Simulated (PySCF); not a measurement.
HIPb (SMILES [I][PbH]), singlet, at a GFN2-xTB geometry (such geometries of metal compounds can be far from the true shape) (core potentials on I, Pb). Base run: CAMB3LYP/def2-SVP, TDA (PySCF).

Here is a job for PySCF.
```python
from pyscf import gto, scf, dft, tdscf

mol = gto.M(
    atom='''
Pb   -0.623154   -0.475821    0.713820
H    -1.827872   -1.129591   -0.525549
I     0.998613    0.757488   -1.094485
''',
    basis='def2-svp',
    ecp={'I': 'def2-svp', 'Pb': 'def2-svp'},
    charge=0,
    spin=0,
    verbose=3,
)

mf = dft.RKS(mol)
mf.xc = 'camb3lyp'
mf.kernel()
td = mf.TDA()
td.nstates = 5
td.kernel()
td.analyze(verbose=3)
```

Variants of this job, named by their change:

| change | first excitation (eV) | oscillator strength of the first | second (eV) | core-seconds (rough) |
|---|---|---|---|---|
| base | 2.53 | 0.006 | 3.67 | 30 |
| functional = blyp | 2.12 | 0.002 | 3.18 | 9 |
| basis = def2-SVPD | 2.55 | 0.005 | 3.70 | 40 |
| functional = pbe0 | 2.49 | 0.005 | 3.57 | 10 |
| states = triplets | 1.96 | - | 3.31 | 20 |
| nstates = 2 | 2.53 | 0.006 | 3.67 | 20 |
| response = full linear response | 2.48 | 0.004 | 3.64 | 40 |
| nstates = 15 | 2.53 | 0.006 | 3.67 | 40 |
| guess vectors = 13 for 5 states | 2.53 | 0.006 | 3.67 | 20 |
| functional = hf | 2.99 | 0.018 | 4.61 | 3 |

An iterative solver can miss low states, so a row lists the states that it found.
